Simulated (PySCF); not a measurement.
## SnTe at M06-L

Level: M06-L. Sn cc-pVDZ-PP with ECP28, Te cc-pVDZ-PP with ECP28; scalar-relativistic core potentials (PySCF 2.14).

```json
{
  "state": "¹Σ⁺ (singlet), closed shell",
  "bond length": "2.568 Å",
  "harmonic wavenumber": "255 cm⁻¹",
  "force constant": "2.38 mdyn/Å",
  "rotational constant Be": "0.04098 cm⁻¹",
  "anharmonicity ωexe": "0.408 cm⁻¹",
  "vibration–rotation constant αe": "8.83e-05 cm⁻¹",
  "well depth De to Sn + Te": "4.53 eV",
  "dissociation energy D0": "4.52 eV",
  "HOMO–LUMO gap": "2.66 eV",
  "bond order (Mayer)": "2.45",
  "dipole moment (positive dipole means Sn(−)Te(+))": "-2.13 D"
}
```

Spin–orbit coupling is left out, which matters for elements this heavy, above all for dissociation energies.
